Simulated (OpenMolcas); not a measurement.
**Levels of neutral osmium by method**

```yaml
Program: OpenMolcas 26.06
Basis: ANO-RCC-VQZP [9s8p6d4f3g2h]
Scalar_Hamiltonian: DKH2, point nucleus
Active_space: 6 electrons in 5 orbitals (5d)
State_averaging: 2S+1 = 5 even, 5 roots; 2S+1 = 3 even, 45 roots; 2S+1 = 1 even, 50 roots (44 in the spin-orbit step)
Spin-orbit_coupling: state interaction with AMFI integrals over the reference wave functions, term energies averaged over their components
```

Methods on the same reference wave functions:
A. CASSCF
B. SS-CASPT2, IPEA 0.25 Eh, imaginary shift 0.1 Eh (closed shells correlated: 5s 5p 6s)
C. MS-CASPT2, IPEA 0.25 Eh, imaginary shift 0.1 Eh (closed shells correlated: 5s 5p 6s)

Energies in cm-1 above 5d6 6s2 5D4, the measured ground level; measured values from NIST Handbook of Basic Atomic Spectroscopic Data.

```csv
Level,A,B,C,Measured
5d6 6s2 5D4,0.0,0.0,0.0,0.0
5d6 6s2 5D3,4224,4460,4440,4159
5d6 6s2 5D2 [61 %],4961,3870,3900,2740
5d6 6s2 5D1,6792,6480,6520,5766
5d6 6s2 5D0,7259,6780,6880,6093
5d6 6s2 3H6,17363,15660,15640,
5d6 6s2 3H5 [51 %],17568,15380,15370,
5d6 6s2 3F3(1) [55 %],20707,17410,17420,
5d6 6s2 3F2(1) [67 %],21672,17500,17350,
5d6 6s2 3G5 [51 %],25450,23130,23110,
5d6 6s2 3G4 [66 %],26386,23070,23040,
5d6 6s2 3D1 [51 %],26586,21810,21490,
5d6 6s2 3D2 [70 %],28370,23050,23140,
5d6 6s2 1I6,29424,26950,26930,
5d6 6s2 3P1(1) [52 %],30958,26140,26050,
5d6 6s2 1G4(1) [61 %],34287,30880,30770,
5d6 6s2 1F3 [63 %],36801,28850,28810,
5d6 6s2 1D2 [55 %],37413,30260,30160,
5d6 6s2 3P1(2),43105,34340,34620,
5d6 6s2 3F4(2),45323,38100,38130,
5d6 6s2 3F2(2),46045,38650,38720,
```

Deviations, from unrounded energies. A percentage is the sum of absolute deviations over the sum of measured energies, with the sign that they share, or ± where signs differ.

| Against measurement | Levels | A | B | C |
| --- | --- | --- | --- | --- |
| mean absolute deviation (cm-1) | 4 | 1100 | 710 | 750 |
| fine structure of the ground term (%) | 4 | +23.9 | +15.1 | +15.9 |

B, C lie about equally close to measurement and A furthest from it. The largest miss of B in the table is 5d6 6s2 5D2 [61 %], by +1100 cm-1. The ranking rests on the paired levels alone, and a cruder setting can come out closer through cancelling errors.

Between B and C the level of the table that moves most is 5d6 6s2 3D1 [51 %], by 310 cm-1 (lowest in C, highest in B). Moves below CASPT2's spread within the term are not significant.

The mean deviations of B to C differ by less than CASPT2's widest spread within a term (1600 cm-1), so their order carries little weight.

From A to B the spin-free energies of the other terms of 5d6 6s2 shown, above 5D, scale by factors of 0.69 to 0.86.

The lowest spin-free term lies below A's lowest term by 0.512 hartree in B, 0.512 hartree in C.

CASPT2 does not keep the components of a term degenerate, so their means are used; among the terms shown or strongly mixed into the levels shown the widest spread is 1600 cm-1 (5d6 6s2 1I, C). Some high roots are left out of the spin-orbit mixing, which shifts the levels that they would mix with. With the s shell closed, the reference lacks s² → p², s² → d² and s → d mixing, so excited terms can stand far too high and out of order, with CASPT2 too. Without dynamic correlation excited terms often stand tens of per cent too high (terms of higher spin than the ground term too low), and those without a measured partner can miss by more than the paired ones (holds for A). Some levels mix across a computed gap that differs much from the measured one, so their mixing is not that of the real levels (holds for B). Some terms miss by over 15 % even with CASPT2, which points to a basis or an active space too small for the shells correlated (holds for B). The CASPT2 spread within a term exceeds the gap to the next term for 5d6 6s2 3D and 5d6 6s2 1I, 5d6 6s2 1I and 5d6 6s2 1G(1), so the order of their levels is uncertain (holds for C). Computed and measured levels are paired by configuration, term and J; levels that our copy of the source lacks, or whose pairing is in doubt (as where it misses far off the trend of its configuration), stay unpaired and out of the deviations. Levels of configurations outside the active space are missing. The table leaves out levels that lie high or whose names do not pair safely across all columns.

A share in square brackets marks a mixed level and gives the weight of the term that names it, the lowest over the columns. A number in round brackets counts repeated terms of one configuration in the order of the reference energies.
